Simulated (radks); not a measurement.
Initial-state core-level shifts of neutral caesium when its valence configuration changes from [Xe] 6s1. Method: scalar-relativistic Kohn-Sham, PBE, spin-polarised, spherical densities, point nucleus; open shells are filled with parallel spins first (spin-orbit coupling, left out, can overturn this in heavy ions); computed with a radial shooting solver on a logarithmic mesh with Libxc functionals. Shifts are changes of the shell-averaged eigenvalues in eV (positive: less bound).

valence          2s      3s      3d      4d
5d1          -0.115  -0.116  -0.114  -0.103
6s0.5 6p0.5  -0.648  -0.649  -0.649  -0.647
6p1          -1.272  -1.274  -1.274  -1.270
5d0.5 6s0.5  -0.034  -0.035  -0.034  -0.028
